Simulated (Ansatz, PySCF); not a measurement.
Species: chloro(dimethyl)borane, C2H6BCl, charge 0, multiplicity 1. 
Structure (B3LYP-D3(BJ)/def2-TZVP (Ansatz, a first-principles code) minimum search):
```xyz
10

B     -0.0333    -0.3893    -0.0703
Cl     0.1161     1.3567     0.2450
C      1.2757    -1.2248    -0.2117
C     -1.4656    -0.9942    -0.1890
H      1.1362    -2.2693     0.0758
H      1.5429    -1.2339    -1.2773
H      2.1290    -0.8071     0.3222
H     -1.7622    -1.3287     0.8146
H     -2.2223    -0.2828    -0.5190
H     -1.4915    -1.8817    -0.8253
```

Dipole moments at this geometry, in debye (magnitudes).

```
level                    program  dipole (D)
-----------------------  -------  ----------
SVWN5/def2-TZVPD          Ansatz        1.66
PBE/def2-TZVPD            Ansatz        1.61
B97M-V/def2-TZVPD         Ansatz        1.68
BHLYP/def2-TZVPD          Ansatz        1.74
TPSSh/def2-TZVPD           PySCF        1.65
r2SCANh/def2-TZVPD        Ansatz        1.71
M06-2X/def2-TZVPD          PySCF           ?
HSE06/def2-TZVPD          Ansatz        1.69
CAM-B3LYP/def2-TZVPD      Ansatz        1.70
CCSD(T)/aug-cc-pV(D+d)Z   Ansatz           ?
```

Question: What belongs in the gaps?

Answer: 
- M06-2X/def2-TZVPD, dipole (D): 1.72
- CCSD(T)/aug-cc-pV(D+d)Z, dipole (D): 1.59
